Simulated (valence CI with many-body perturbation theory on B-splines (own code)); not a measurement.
# Mn²⁺: configurations and terms from energies and g

Calculated by relativistic CI+MBPT: five valence electrons over a frozen Dirac-Fock core [Ar], radial functions for each j: 7 s, 7 p, 8 d, 6 f, 4 g, 1 h, with the one-electron correlation potential Σ1, the two-electron term Σ2, the three-electron term Σ3, Breit, model QED; selected CI, second order for the rest, scaled by the run's own slope (own B-spline code, finite nucleus).

Against 50 measured levels this calculation errs by 2649 cm⁻¹ on average and by 6458 at most. These come from a selection out of Corliss and Sugar, J. Phys. Chem. Ref. Data 6, 1253 (1977). Levels without a partner in it may be off by more, other configurations by 1,000 to 8,000 cm⁻¹. Among the levels kept, up to 1900 cm⁻¹ of a level comes from second order outside the variational space, and about a tenth of that is noise between levels of different J, which matters for small intervals. Only levels of the ground parity were solved; by the run's estimate the other parity begins above the list, which can be wrong where configurations are misplaced.

| No. | J | Parity | E (eV) | g |
| --- | --- | --- | --- | --- |
| 1 | 5/2 | even | 0.0000 | 2.002 |
| 2 | 11/2 | even | 3.230 | 1.273 |
| 3 | 9/2 | even | 3.233 | 1.172 |
| 4 | 5/2 | even | 3.233 | 0.571 |
| 5 | 7/2 | even | 3.234 | 0.984 |
| 6 | 5/2 | even | 3.631 | 1.593 |
| 7 | 3/2 | even | 3.635 | 1.721 |
| 8 | 1/2 | even | 3.639 | 2.649 |
| 9 | 7/2 | even | 3.959 | 1.429 |
| 10 | 1/2 | even | 3.964 | 0.019 |
| 11 | 3/2 | even | 3.969 | 1.213 |
| 12 | 5/2 | even | 3.969 | 1.379 |
| 13 | 13/2 | even | 4.666 | 1.077 |
| 14 | 11/2 | even | 4.666 | 0.923 |

Energies count from the lowest level. Strongly mixed levels and levels close to another of their J and parity are left out, so the numbers can have gaps.

Q: Give configuration and LS term of each level.

A: 1: 3d5 6S; 2: 3d5 4G; 3: 3d5 4G; 4: 3d5 4G; 5: 3d5 4G; 6: 3d5 4P; 7: 3d5 4P; 8: 3d5 4P; 9: 3d5 4D; 10: 3d5 4D; 11: 3d5 4D; 12: 3d5 4D; 13: 3d5 2I; 14: 3d5 2I.
